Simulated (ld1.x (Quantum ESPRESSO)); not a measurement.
## Scattering properties, PAW potential for chromium (Cr)

ld1.x (Quantum ESPRESSO) 7.5 input, shortened:

```
&input
   title='Cr', zed=24., rel=1, dft='BLYP', iswitch=3,
   config='[Ar] 3d3 4s0 4p0 4f-2'
 /
 &inputp
   pseudotype=3, lpaw=.true., tm=.true., lloc=-1, rcloc=1.25,
   nlcc=.true., new_core_ps=.true., rcore=0.85,
   which_augfun='PSQ', rmatch_augfun_nc=.true.
 /
7
3S  1  0   2.00   0.00  1.20  1.55  0.0
4S  2  0   0.00   0.00  1.20  1.55  0.0
3P  2  1   6.00   0.00  1.25  1.40  0.0
4P  3  1   0.00   0.00  1.25  1.40  0.0
3D  3  2   3.00   0.00  0.85  1.10  0.0
3D  3  2   0.00  -2.45  0.85  1.10  0.0
4F  4  3  -2.00   0.05  1.05  1.20  0.0
 &test
   configts(1)='3s2 3p6 3d3 4s0 4p0'
 /
```

The phase is arctan(r·u′/u) with u = r·R(r), unwrapped; energies in Ry, scanned from -10 to 5 Ry. A pole is an energy at which the radial function vanishes at the test radius. The pseudo phase is shifted by a multiple of π to meet the all-electron one at the reference energy, and phase errors are pseudo minus all-electron; the curves can meet again beyond the range given. Levels narrower than the energy grid can be missing from the lists of poles.

| channel | radius (bohr) | reference energy (Ry) | poles, all-electron | poles, pseudo | unbroken range about the reference energy with phases within 0.05 rad | phase error 1 Ry above the reference energy (rad) |
| --- | --- | --- | --- | --- | --- | --- |
| s | 1.70 | -2.16 | -7.83 | -7.83 | the whole range | +0.001 |
| p | 1.70 | -1.70 | -5.54 | -5.51, 2.65 | -1.8 to -1.0 | -0.110 |
| d | 1.70 | -2.87 | -1.94 | -1.94 | the whole range | -0.000 |
| f | 1.70 | 0.05 | none | none | the whole range | +0.000 |

The ghost test of this file was not conclusive. Its overlap operator is not positive definite in a basis up to 400 Ry (lowest eigenvalue p -462.86), so the file is unfit for use: the generalised eigenproblem breaks down once the basis is large enough, and its test numbers describe a broken file.

Phases in the p channel:

```json
{"E (Ry)": "-10.00", "all-electron": "1.311", "pseudo": "1.320"}
{"E (Ry)": "-9.76", "all-electron": "1.303", "pseudo": "1.313"}
{"E (Ry)": "-9.52", "all-electron": "1.294", "pseudo": "1.304"}
{"E (Ry)": "-9.28", "all-electron": "1.284", "pseudo": "1.295"}
{"E (Ry)": "-9.04", "all-electron": "1.272", "pseudo": "1.284"}
{"E (Ry)": "-8.80", "all-electron": "1.258", "pseudo": "1.271"}
{"E (Ry)": "-8.56", "all-electron": "1.241", "pseudo": "1.255"}
{"E (Ry)": "-8.32", "all-electron": "1.221", "pseudo": "1.236"}
{"E (Ry)": "-8.08", "all-electron": "1.195", "pseudo": "1.212"}
{"E (Ry)": "-7.84", "all-electron": "1.161", "pseudo": "1.180"}
{"E (Ry)": "-7.60", "all-electron": "1.114", "pseudo": "1.135"}
{"E (Ry)": "-7.36", "all-electron": "1.042", "pseudo": "1.067"}
{"E (Ry)": "-7.12", "all-electron": "0.921", "pseudo": "0.952"}
{"E (Ry)": "-6.88", "all-electron": "0.678", "pseudo": "0.720"}
{"E (Ry)": "-6.64", "all-electron": "0.107", "pseudo": "0.154"}
{"E (Ry)": "-6.40", "all-electron": "-0.752", "pseudo": "-0.741"}
{"E (Ry)": "-6.16", "all-electron": "-1.218", "pseudo": "-1.218"}
{"E (Ry)": "-5.92", "all-electron": "-1.421", "pseudo": "-1.420"}
{"E (Ry)": "-5.68", "all-electron": "-1.528", "pseudo": "-1.524"}
{"E (Ry)": "-5.44", "all-electron": "-1.595", "pseudo": "-1.588"}
{"E (Ry)": "-5.20", "all-electron": "-1.641", "pseudo": "-1.632"}
{"E (Ry)": "-4.96", "all-electron": "-1.676", "pseudo": "-1.665"}
{"E (Ry)": "-4.72", "all-electron": "-1.704", "pseudo": "-1.692"}
{"E (Ry)": "-4.48", "all-electron": "-1.728", "pseudo": "-1.714"}
{"E (Ry)": "-4.24", "all-electron": "-1.749", "pseudo": "-1.734"}
{"E (Ry)": "-4.00", "all-electron": "-1.768", "pseudo": "-1.752"}
{"E (Ry)": "-3.76", "all-electron": "-1.787", "pseudo": "-1.770"}
{"E (Ry)": "-3.52", "all-electron": "-1.805", "pseudo": "-1.787"}
{"E (Ry)": "-3.28", "all-electron": "-1.823", "pseudo": "-1.804"}
{"E (Ry)": "-3.04", "all-electron": "-1.841", "pseudo": "-1.821"}
{"E (Ry)": "-2.80", "all-electron": "-1.859", "pseudo": "-1.840"}
{"E (Ry)": "-2.56", "all-electron": "-1.879", "pseudo": "-1.860"}
{"E (Ry)": "-2.32", "all-electron": "-1.900", "pseudo": "-1.882"}
{"E (Ry)": "-2.08", "all-electron": "-1.923", "pseudo": "-1.906"}
{"E (Ry)": "-1.84", "all-electron": "-1.948", "pseudo": "-1.839"}
{"E (Ry)": "-1.60", "all-electron": "-1.975", "pseudo": "-1.977"}
{"E (Ry)": "-1.36", "all-electron": "-2.007", "pseudo": "-2.020"}
{"E (Ry)": "-1.12", "all-electron": "-2.042", "pseudo": "-2.076"}
{"E (Ry)": "-0.88", "all-electron": "-2.084", "pseudo": "-2.152"}
{"E (Ry)": "-0.64", "all-electron": "-2.132", "pseudo": "-2.259"}
{"E (Ry)": "-0.40", "all-electron": "-2.190", "pseudo": "-2.418"}
{"E (Ry)": "-0.16", "all-electron": "-2.260", "pseudo": "-2.668"}
{"E (Ry)": "0.08", "all-electron": "-2.346", "pseudo": "-3.046"}
{"E (Ry)": "0.32", "all-electron": "-2.452", "pseudo": "-3.509"}
{"E (Ry)": "0.56", "all-electron": "-2.583", "pseudo": "-3.902"}
{"E (Ry)": "0.80", "all-electron": "-2.745", "pseudo": "-4.164"}
{"E (Ry)": "1.04", "all-electron": "-2.937", "pseudo": "-4.332"}
{"E (Ry)": "1.28", "all-electron": "-3.153", "pseudo": "-4.443"}
{"E (Ry)": "1.52", "all-electron": "-3.375", "pseudo": "-4.522"}
{"E (Ry)": "1.76", "all-electron": "-3.583", "pseudo": "-4.581"}
{"E (Ry)": "2.00", "all-electron": "-3.765", "pseudo": "-4.626"}
{"E (Ry)": "2.24", "all-electron": "-3.914", "pseudo": "-4.663"}
{"E (Ry)": "2.48", "all-electron": "-4.035", "pseudo": "-4.694"}
{"E (Ry)": "2.72", "all-electron": "-4.133", "pseudo": "-4.720"}
{"E (Ry)": "2.96", "all-electron": "-4.212", "pseudo": "-4.743"}
{"E (Ry)": "3.20", "all-electron": "-4.276", "pseudo": "-4.763"}
{"E (Ry)": "3.44", "all-electron": "-4.330", "pseudo": "-4.782"}
{"E (Ry)": "3.68", "all-electron": "-4.374", "pseudo": "-4.799"}
{"E (Ry)": "3.92", "all-electron": "-4.412", "pseudo": "-4.815"}
{"E (Ry)": "4.16", "all-electron": "-4.445", "pseudo": "-4.830"}
{"E (Ry)": "4.40", "all-electron": "-4.474", "pseudo": "-4.845"}
{"E (Ry)": "4.64", "all-electron": "-4.498", "pseudo": "-4.859"}
{"E (Ry)": "4.88", "all-electron": "-4.521", "pseudo": "-4.873"}
```
